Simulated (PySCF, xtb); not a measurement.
Si(F)(Me)(SH)2 (CH5FS2Si), SMILES C[Si](F)(S)S.

xtb with GFN2-xTB at its own geometry gives an orbital gap of 4.77 eV and a dipole moment of 1.89 D.

The structure is a stationary point at PBE0-D3(BJ)/def2-SVP. The structure was generated by enumeration, and PubChem lists no compound with its InChIKey, so it may never have been made. The values are those of a single conformer.

What does CAM-B3LYP/def2-TZVP run with PySCF give? (The exact figures need the calculation; the answer reports its results.)

gap 9.86 eV (levels -8.93 and 0.94 eV), dipole 1.86 D.
